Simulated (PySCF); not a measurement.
## C₆ coefficients of unlike pairs at PBE0

Calculated with PySCF 2.14 from the dipole response of each species, C₆(A,B) = (3/π) ∫ α_A(iu) α_B(iu) du, in atomic units, from isotropic polarisabilities. For ions this is the dispersion term alone; charge-induced terms of lower order in 1/R come first.

```json
{"species": "P³⁺", "configuration": "[Ne] 3s2 (1S)", "basis": "dyall-av3z (19s12p3d2f)", "relativity": "spin-free X2C", "α (bohr³)": "6.738", "C₆ (like pair)": "16.94"}
{"species": "Au⁺", "configuration": "[Xe] 4f14 5d10 (1S)", "basis": "def2-TZVPPD with the def2 core potential (60 electrons) (6s5p3d2f1g)", "relativity": "core potential", "α (bohr³)": "11.43", "C₆ (like pair)": "76.00"}
{"species": "As", "configuration": "[Ar] 3d10 4s2 4p3 (4S)", "basis": "aug-cc-pwCVTZ-PP with ECP10MDF (8s7p6d4f1g)", "relativity": "core potential", "α (bohr³)": "31.89", "C₆ (like pair)": "272.6"}
{"species": "Xe²⁺", "configuration": "[Kr] 4d10 5s2 5p4 (3P)", "basis": "def2-TZVPPD with the def2 core potential (28 electrons) (7s6p4d2f)", "relativity": "core potential", "α (bohr³)": "12.73", "C₆ (like pair)": "90.83"}
```

Task: Estimate C₆ for As with Au⁺.

Result: The integral gives 131.9. The combination rule 2 C_A C_B / (C_A α_B/α_A + C_B α_A/α_B) gives 133.8 and the geometric mean 143.9.

No spin-orbit coupling is included.

The other pairs:

```tsv
pair	C₆
Xe²⁺, P³⁺	38.30
Xe²⁺, Au⁺	82.32
As, P³⁺	67.34
Xe²⁺, As	149.0
Au⁺, P³⁺	33.98
```
